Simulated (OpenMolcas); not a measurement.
Ru5+ among 8 point charges of -1.2 e arranged as a cube (Oh).

```json
{"Program": "OpenMolcas", "Method": "SS-CASPT2, IPEA 0.25 Eh, imaginary shift 0.1 Eh (closed shells correlated: 4s 4p)", "Basis": "ANO-RCC-VDZP [6s5p3d1f]", "Scalar Hamiltonian": "DKH2, point nucleus", "Active space": "3 electrons in 5 orbitals (4d)", "State averaging": "2S+1 = 4 even, 10 roots; 2S+1 = 2 even, 40 roots", "Spin-orbit coupling": "state interaction with AMFI integrals over the reference wave functions"}
```

All point charges move together. At R = 2 Å the first state of the same spin is 3160 cm-1, and at R = 2.09 Å it is 2220 cm-1.

A third run gives 4600 cm-1. What distance was it run at?

With a power law R^-n the two known points give n = -ln(2220 / 3160) / ln(2.09 / 2) = 8.02. Then R = 2 × (3160 / 4600)^(1/8.02) = 1.909 Å. The run was at 1.82 Å, so the estimate is off by +0.089 Å.

Roots that are degenerate in the reference are averaged as groups; the widest CASPT2 spread within a group is 340 cm-1 (the 3-fold group of multiplicity 4 near 2220 cm-1 above the lowest state of its run, R = 2.09). Shifts and gaps below about the spread of the groups concerned are not significant. An orbital triplet at a regular site is open to Jahn-Teller coupling, which can distort the site and quench the lowest spin-orbit gaps and is left out. Point charges give a weaker field than real ligands, and real ions of this kind are as a rule low spin; the high spin found here belongs to the model. Free-ion shares, where given, are those of the reference states; single-state CASPT2 does not remix them. Point charges carry no covalency, so the field is a model and not that of real ligands. No measured value stands beside these numbers.
